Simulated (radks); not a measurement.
Valence configurations of Ni I (all share [Ar]). Calculated with a radial shooting solver on a logarithmic mesh with Libxc functionals: non-relativistic Kohn-Sham, LDA (Slater exchange, Perdew-Wang correlation), spin-unpolarised, spherical densities, point nucleus. Energies are relative to 3d8 4s2; eigenvalues in eV.

3d9 4s1: E (eV) -2.024; e(3d) -5.075; e(4s) -4.574
3d8.5 4s1.5: E (eV) -1.418; e(3d) -7.104; e(4s) -5.131
3d10: E (eV) -1.411; e(3d) -2.197
3d8 4s2: E (eV) 0.000; e(3d) -9.485; e(4s) -5.736
3d8 4s1 4p1: E (eV) 4.508; e(3d) -11.342; e(4p) -2.262; e(4s) -6.925
3d7.5 4s2 4p0.5: E (eV) 4.765; e(3d) -13.125; e(4p) -2.123; e(4s) -6.970
3d8 4p2: E (eV) 9.313; e(3d) -12.913; e(4p) -2.926
3d7 4s2 4p1: E (eV) 11.042; e(3d) -16.920; e(4p) -2.778; e(4s) -8.101
3d6 4s2 4p2: E (eV) 28.559; e(3d) -25.000; e(4p) -3.986; e(4s) -10.187

NIST lists [Ar] 3d8 4s2 as the ground configuration; this level of theory puts 3d9 4s1 lower, by 2.024 eV. The energies are those of spherical spin-averaged densities, not of single terms.
